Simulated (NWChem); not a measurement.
Molecule: ScClF$_{2}$; SMILES [F][Sc]([F])[Cl]

```xyz
4

Sc     0.0000     0.0000    -0.3934
F      0.0000     1.5446    -1.3352
F      0.0000    -1.5446    -1.3352
Cl     0.0000     0.0000     1.8997
```
Atoms are numbered in this order, from 1.

Computed with NWChem. Coordinates come from a PBE0/def2-SVP optimisation. Ions are spin-unrestricted doublets at the neutral geometry; other ion states weren't tried.

**Question.** Predict the results for CAM-B3LYP/def2-SVP. Quantities: −ε(HOMO) (eV).

**Answer.** 
```yaml
"−ε(HOMO) (eV)": 10.28
```
